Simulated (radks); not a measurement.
Values are calculated unless marked as measured or tabulated.
The nuclear charge of neutral praseodymium is varied continuously with 59 electrons held in [Xe] 4f3 6s2. Code: a radial shooting solver on a logarithmic mesh with Libxc functionals. Model: Dirac Kohn-Sham, PBE, spin-unpolarised, spherical densities, finite nucleus; open shells fill j = l - 1/2 first; Fermi nuclear charge, rms radius 4.8919 fm. By the Hellmann-Feynman theorem dE/dZ = E(electron-nucleus)/Z, the electronic potential at the nucleus (averaged over a nucleus of fixed radius).

Z     E (hartree)  E(electron-nucleus)/Z (hartree)   HOMO  e(HOMO) (eV)  <r> HOMO (bohr)
59     -9242.1627                         -382.230  4f5/2        -1.336            1.203
59.2   -9318.7967                         -384.109  4f5/2        -3.727            1.133
59.4   -9395.8062                         -385.985  6s1/2        -5.729            4.148
59.6   -9473.1905                         -387.858  6s1/2        -6.982            3.998
59.8   -9550.9495                         -389.731  6s1/2        -8.301            3.864
60     -9629.0831                         -391.604  6s1/2        -9.683            3.743

 No converged solution with all levels bound was reached at Z = 58.8.
